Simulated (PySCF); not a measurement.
**How methods differ on the ionisation energy of Sb²⁵⁺**

Sb²⁵⁺ [Ar] 3d8 (3F) → Sb²⁶⁺ [Ar] 3d7 (4F), as a difference of total energies. Computed with PySCF 2.14 in an uncontracted even-tempered set (17 s from 3.1 bohr⁻², ratio 2.5; 11 p from 4.1 bohr⁻², ratio 2.5; 8 d from 4.1 bohr⁻², ratio 2.5; 4 f from 19 bohr⁻², ratio 2.7; 3 g from 28 bohr⁻², ratio 2.7), with no relativity, point nucleus. Correlated levels: outer shells: [Ne] frozen; virtual orbitals above 40 to 60 times the deepest correlated orbital energy dropped. The calculations carry no spin-orbit coupling.

| method | ionisation energy (eV) |
| --- | --- |
| UHF | 1366.8 |
| LDA | 1368.3 |
| PBE | 1368.0 |
| PBE0 | 1368.2 |
| r2SCAN | 1369.0 |
| TPSSh | 1367.2 |
| MN15 | 1368.4 |
| MP2 (outer shells) | 1368.3 |
| SCS-MP2 (outer shells) | 1368.3 |

A first-order spin-orbit estimate (lowest level to lowest level, LS coupling) adds -0.183 eV.

All relativistic terms are absent from these numbers, so their closeness to the reference says little about the methods.

For comparison: 1360 ± 4 eV (theoretical estimate listed by NIST; NIST Atomic Spectra Database, ionization energies).
